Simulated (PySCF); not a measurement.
## Dipole moment and polarisability of `N#CC1=CCNC1`

Compound: C5H6N2.
Structure used (GFN2-xTB), in Å, numbered top down from 1:
```xyz
13
C5H6N2 angstrom
N      3.103    0.040    1.528
C      2.061    0.071    1.049
C      0.793    0.084    0.454
C     -0.043    1.115    0.321
C     -1.303    0.655   -0.355
N     -0.995   -0.673   -0.886
C      0.150   -1.165   -0.127
H      0.111    2.125    0.653
H     -1.651    1.337   -1.133
H     -2.103    0.564    0.394
H     -0.751   -0.600   -1.868
H      0.831   -1.755   -0.742
H     -0.207   -1.799    0.695
```

Level: PBE0/def2-SVPD (PySCF), static field, nuclei fixed, core orbitals frozen in the response. The polarisability tensor in these axes (au):

```
x   86.52 -8.37 16.23
y   -8.37 64.04  0.49
z   16.23  0.49 57.48
```

Task: What are the eigenvalues, a third of the trace, and Δα (Δα² = ½Σ(αi − αj)² over the three pairs)?

Result: Principal values 49.13, 63.36 and 95.56 au; mean 69.35 au = 10.28 Å³ = 11.43 × 10⁻⁴⁰ C²·m²/J; Δα = 41.20 au (59 % of the mean).

Task: What is the dipole moment, and where does it point?

Result: (-3.21, 0.98, -2.13) D, 3.98 D in size, pointing from the negative to the positive side. Measured along this direction, the outermost atoms are N1 at the negative end and H9 at the positive end.

Task: In a dilute gas of rigid molecules at 273 K, how does the orientational term μ²/3kT compare with the electronic polarisability?

Result: In Gaussian units μ²/3kT = 139.76 Å³ against 10.28 Å³, a ratio of 13.60; the Debye molar polarisation (4π/3)N_A(α + μ²/3kT) is 378.5 cm³/mol, leaving out the vibrational part.

Task: Traceless (Buckingham) quadrupole moment about the centre of nuclear charge: eigenvalues?

Result: -18.57, 7.49, 11.08 D·Å. The values depend on the origin, since the dipole doesn't vanish. The electronic extent ⟨r²⟩ about the same centre is 756 bohr², a root-mean-square distance of 2.06 Å for the 50 electrons.

Task: In TDDFT the mean static polarisability is Σ f/ω² over all singlet excitations (ω in hartree). How much of it do the 8 lowest give? Their energies (eV) and oscillator strengths: 4.56, 0.0060; 5.92, 0.2519; 6.26, 0.0037; 6.50, 0.0076; 6.85, 0.0103; 7.02, 0.0027; 7.18, 0.1099; 7.38, 0.0116.

Result: They add up to 7.68 au, 11.1 % of the 69.35 au; the largest single term is 5.32 au, from the state at 5.92 eV. Terms in order: 0.21, 5.32, 0.07, 0.13, 0.16, 0.04, 1.58, 0.16 au. Higher excitations give the rest. The strengths listed sum to 0.404.

Task: Give the principal axes and the span of the nuclei along them.

Result: Largest value along (0.90, -0.23, 0.38), where the nuclei span 5.57 Å; middle along (0.10, 0.93, 0.34), 4.03 Å; least along (-0.43, -0.27, 0.86), 2.29 Å. The response follows the extents in order.

Isolated species at its GFN2-xTB geometry (one conformer only).
